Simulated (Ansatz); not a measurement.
C2H4Si2, SMILES `C#C[Si][SiH3]` (lower singlet) (charge 0, multiplicity 1). This singlet lies 0.71 eV below the relaxed triplet at the level B3LYP/cc-pVTZ // PBE0-D3(BJ)/def2-TZVP (Ansatz, a quantum-chemistry and plane-wave program).

Cartesian coordinates (Å):
SMILES: C#C[Si][SiH3]
```xyz
8

C      2.2430     0.7394     0.4218
C      1.4954    -0.1998     0.2281
Si     0.4912    -1.6973    -0.0422
Si    -1.4686    -0.3386    -0.2655
H      2.8959     1.5653     0.5909
H     -2.7061    -1.1266    -0.5246
H     -1.6704     0.4429     0.9880
H     -1.2804     0.6146    -1.3965
```
Charge 0, spin multiplicity 1.

Frozen-core energies in 6-31g from Ansatz at a geometry from PBE0-D3(BJ)/def2-TZVP; the HF reference has <S^2> = 0.00 (restricted, and unstable towards unrestricted orbitals) and the T1 diagnostic is 0.015.

```tsv
level	energy (Ha)
HF	-655.67998
MP2	-655.95353
CCSD	-655.99237
```

### Question
Estimate the energies of CCSD(T), CCSDT and CCSDT(Q), and give each level's difference from CCSDT(Q).

### Answer

```
level     energy (Ha)  difference from CCSDT(Q) (mHa)
--------  -----------  ------------------------------
MP2        -655.95353                           51.42
CCSD       -655.99237                           12.59
CCSD(T)    -656.00293                            2.02
CCSDT      -656.00365                            1.31
CCSDT(Q)   -656.00495                            0.00
```
